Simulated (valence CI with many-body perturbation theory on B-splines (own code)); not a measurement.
Er XXXVIII: one-electron terms

Calculated by valence CI with perturbative core correlation (CI+MBPT): three valence electrons over a frozen Dirac-Fock core [Ar] 3d10, radial functions for each j: 11 s, 11 p, 9 d, 7 f, 5 g, 2 h, 1 i, with the one-electron correlation potential Σ1, the two-electron term Σ2, the three-electron term Σ3, Breit, model QED; selected CI, second order for the rest (own B-spline code, finite nucleus).

The last digits are not significant, and no measured levels were compared; by estimate large intervals hold to a few tenths of a per cent, small ones and those within an open d or f shell to about a per cent.

These are the spectroscopic orbitals of the CI (the correlating ones are not listed), shaped by the core and the other valence electrons. h is the expectation value of the core's Dirac-Fock operator, without the valence repulsion; Σ1 is computed up to l = 3 at one energy for each symmetry, that of its lowest orbital but kept below the first core excitation, so for empty shells it is not the orbital's own correlation shift; Breit and QED include the response of the core.

```
Orbital  h (hartree)  Σ1 (cm⁻¹)  Breit (cm⁻¹)  QED (cm⁻¹)  ⟨r⟩ (bohr)
  4s1/2      -68.335     -14040          9873        7445      0.4488
  5s1/2      -40.737      -5109          4417        3397      0.7535
  6s1/2      -27.071      -2479          2304        1805       1.140
  7s1/2      -19.296      -1413          1369        1078       1.603
  4p1/2      -65.261     -14784         15476         120      0.4467
  5p1/2      -39.249      -5430          6969        60.2      0.7607
  6p1/2      -26.248      -2691          3728        34.0       1.153
  7p1/2      -18.794      -1550          2239        21.0       1.624
  4p3/2      -62.866     -13060          9340         816      0.4650
  5p3/2      -38.133      -5001          4236         378      0.7840
  6p3/2      -25.637      -2522          2452         207       1.181
  7p3/2      -18.423      -1467          1479         125       1.657
  4d3/2      -58.026     -14658          6810        -386      0.4540
  5d3/2       -35.84      -5571          3171        -171      0.7862
  6d3/2      -24.371      -2825          1740       -92.0       1.196
  4d5/2      -57.514     -14003          4213       -95.6      0.4590
  5d5/2      -35.593      -5328          1888       -35.6      0.7924
  6d5/2      -24.233      -2704          1035       -17.2       1.203
  4f5/2      -52.345     -14008          2496        -221      0.4232
  5f5/2      -33.306      -4599          1107        -107      0.7712
  4f7/2      -52.224     -13533           911        -123      0.4250
  5f7/2      -33.235      -4443           414       -56.7      0.7735
  5g7/2      -32.121                     92.7       -22.2      0.7075
  5g9/2      -32.094                    -19.7        -0.5      0.7085
```

Among the shells of the start configuration 4s2 4p1, Σ1 is largest in size for 4p1/2, where it is 0.10 % of h.

Lowest root of each symmetry, sizes in configuration state functions:

```
  J  Parity  Roots  Reference  Variational  Second order  Change by selected CI (cm⁻¹)  Change by second order (cm⁻¹)
1/2    even      7         45         6593          6590                         -1989                              0
3/2    even     11         74        11736         14960                         -1016                             -1
5/2    even     12         79        15072         22253                         -1743                             -1
7/2    even      7         60        14243         25455                         -2174                             -3
9/2    even      3         41        10123         17907                         -3016                             -4
1/2     odd      7         47         6247          6918                         -2151                              0
3/2     odd     12         77        11205         12412                         -2082                              0
5/2     odd     10         78        12674         25096                         -1835                             -2
7/2     odd      6         65        10605         24685                         -2213                             -2
9/2     odd      2         43         8279         19690                         -1273                             -4
```
